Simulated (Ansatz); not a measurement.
CH₉NOSi₂, SMILES `N[SiH2]OC[SiH3]`. Charge 0, multiplicity 1. The structure was optimised at the PBE0-D4/def2-TZVP level. It is one conformer, not always the lowest.

```xyz
14

N    -2.242   -1.787   -0.784
Si   -1.293   -0.404   -1.055
O    -0.116   -0.208    0.087
C     0.780    0.890    0.020
Si    1.986    0.776    1.468
H    -2.933   -1.805   -0.052
H    -1.881   -2.707   -0.972
H    -0.632   -0.535   -2.381
H    -2.178    0.791   -1.018
H     1.339    0.888   -0.927
H     0.240    1.846    0.063
H     1.244    0.824    2.754
H     2.932    1.925    1.406
H     2.755   -0.493    1.392
```

(1) What is the dipole moment at PBE/def2-TZVPP? (Best estimate.)

(2) And with r2SCAN, B3LYP, ωB97M-V? (An estimate is asked.)

(3) Give the Mulliken charges with PBE, ωB97M-V, r2SCAN in def2-TZVPP. (Best estimate.)

## Answers

(1) Ansatz gave: 0.73 D, with components (-0.52, -0.51, -0.09) D in this frame, pointing from negative to positive charge.

(2) Ansatz gave: r2SCAN 0.66 D, B3LYP 0.57 D, ωB97M-V 0.55 D.

(3) Ansatz gave: 
```json
{"atom": "N1", "PBE": "-0.39", "ωB97M-V": "-0.37", "r2SCAN": "-0.45"}
{"atom": "Si2", "PBE": "0.41", "ωB97M-V": "0.44", "r2SCAN": "0.54"}
{"atom": "O3", "PBE": "-0.29", "ωB97M-V": "-0.36", "r2SCAN": "-0.37"}
{"atom": "C4", "PBE": "-0.09", "ωB97M-V": "-0.17", "r2SCAN": "-0.04"}
{"atom": "Si5", "PBE": "0.21", "ωB97M-V": "0.19", "r2SCAN": "0.30"}
{"atom": "H6", "PBE": "0.15", "ωB97M-V": "0.12", "r2SCAN": "0.16"}
{"atom": "H7", "PBE": "0.15", "ωB97M-V": "0.12", "r2SCAN": "0.16"}
{"atom": "H8", "PBE": "-0.09", "ωB97M-V": "-0.06", "r2SCAN": "-0.10"}
{"atom": "H9", "PBE": "-0.09", "ωB97M-V": "-0.06", "r2SCAN": "-0.10"}
{"atom": "H10", "PBE": "0.09", "ωB97M-V": "0.12", "r2SCAN": "0.07"}
{"atom": "H11", "PBE": "0.09", "ωB97M-V": "0.12", "r2SCAN": "0.07"}
{"atom": "H12", "PBE": "-0.05", "ωB97M-V": "-0.03", "r2SCAN": "-0.07"}
{"atom": "H13", "PBE": "-0.06", "ωB97M-V": "-0.04", "r2SCAN": "-0.08"}
{"atom": "H14", "PBE": "-0.05", "ωB97M-V": "-0.03", "r2SCAN": "-0.07"}
```

B3LYP here is the variant with VWN-RPA as its local correlation; programs differ in this.
